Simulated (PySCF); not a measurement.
Radial density of Ga²⁺ (gallium, charge +2)

UHF, [Ar] 3d9 4s1 5s1, high-spin 4D determinant (an excited configuration). Computed with PySCF 2.14 in aug-cc-pVDZ-PP with ECP10MDF, with scalar relativity through the core potential. This is the valence pseudo-density: the core potential removes the inner electrons and smooths the orbitals near the nucleus.

| r (bohr) | 4πr²ρ (e/bohr) | 4πr²(ρα − ρβ) |
| --- | --- | --- |
| 0.00178 | 1.282e-05 | 0.0000 |
| 0.00300 | 3.590e-05 | 0.0000 |
| 0.00505 | 9.873e-05 | 0.0000 |
| 0.00849 | 0.0002591 | 0.0000 |
| 0.0143 | 0.0006122 | 0.0000 |
| 0.0240 | 0.001298 | 0.0001 |
| 0.0404 | 0.004017 | 0.0003 |
| 0.0679 | 0.03444 | 0.0034 |
| 0.114 | 0.3706 | 0.0380 |
| 0.192 | 2.608 | 0.2472 |
| 0.323 | 12.45 | 0.8921 |
| 0.544 | 25.91 | 1.3864 |
| 0.915 | 12.75 | 0.8013 |
| 1.54 | 2.291 | 0.8339 |
| 2.59 | 0.3965 | 0.3680 |
| 4.35 | 0.3360 | 0.3350 |
| 7.32 | 0.03895 | 0.0386 |
| 12.3 | 0.0006238 | 0.0006 |

Energies and moments cover only the electrons outside the core potential. The outer electron is Rydberg-like, and this basis confines it to a smaller radius and binds it less than a complete one would.
